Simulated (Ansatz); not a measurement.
CdI, charge +1, singlet, geometry from GFN2-xTB (such geometries of metal compounds can be far from the true shape) (core potentials on Cd, I); B3LYP/def2-TZVP run with Ansatz (a program for electronic structure).

Here is a job for Ansatz.
Ansatz 0.2 input:
```yaml
crystal:
  periodic: [false, false, false]
  atoms:
    - {symbol: Cd, position_ang: [-0.00000000, -0.00000000, -1.34136029]}
    - {symbol: I, position_ang: [0.00000000, 0.00000000, 1.21481687]}
basis:
  gaussian:
    orbitals: def2-TZVP
    point_charges:
      - {charge: 1.0, position_ang: [-0.2253, -1.4718, -4.0739]}
hamiltonian:
  xc: b3lyp
total_charge: 1
```

The log (banner, timings and long lists left out):

```
Functional definition: B3LYP
809 factors; their error is unknown
mean field evaluation 1: about -12652.6212 eV, gradient 3.9e1 eV
mean field evaluation 2: about -12592.7600 eV, gradient 1.2e2 eV
mean field evaluation 4: about -12657.6920 eV, gradient 1.4e1 eV
mean field evaluation 8: about -12658.3344 eV, gradient 6.8e-2 eV
mean field evaluation 16: about -12658.6187 eV, gradient 3.8e-4 eV
mean field evaluation 32: about -12658.2524 eV, gradient 3.9e0 eV
mean field -12658.61871052 eV, -465.1956572916 hartree, gradient 1.5e-5 eV, S^2 0.000000; 6 other end points of the search recorded, 0 dependent functions left out
reference -12658.61889876 eV, -465.1956642093 hartree; 22, 22 occupied and 68, 68 virtual orbitals, 809 factors
Total energy: -12658.61889876 eV, -465.1956642093 hartree
```
